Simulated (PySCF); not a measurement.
## Working out the ionisation energy of La⁺

La⁺ [Xe] 5d2 (3F) → La²⁺ [Xe] 5d1 (2D). Computed with PySCF 2.14 in x2c-TZVPPall (11s7p7d3f1g, 97 functions), with scalar relativity by spin-free X2C-1e. Frozen: [Kr] 4d10. Energies in hartree (1 hartree = 27.21139 eV):

```
            part   La⁺ (lower)  La²⁺ (upper)
             UHF  -8489.087030  -8488.703937
CCSD correlation     -0.193151     -0.174712
             (T)     -0.005352     -0.004356
```

Task: What does Hartree-Fock give?

Result: (-8488.703937) − (-8489.087030) = 0.383093 hartree = 10.424 eV.

Task: What do CCSD and CCSD(T) give?

Result: The CCSD correlation energies differ by 0.018439 hartree = 0.502 eV and the triples by 0.000996 hartree = 0.027 eV, so CCSD gives 10.926 eV and CCSD(T) 10.953 eV.

A first-order spin-orbit estimate adds 0.010 eV to CCSD(T) (valence), giving 10.963 eV against 11.185 eV (measured; NIST Atomic Spectra Database, ionization energies).

What remains against the reference includes basis incompleteness, the frozen core and higher excitations.
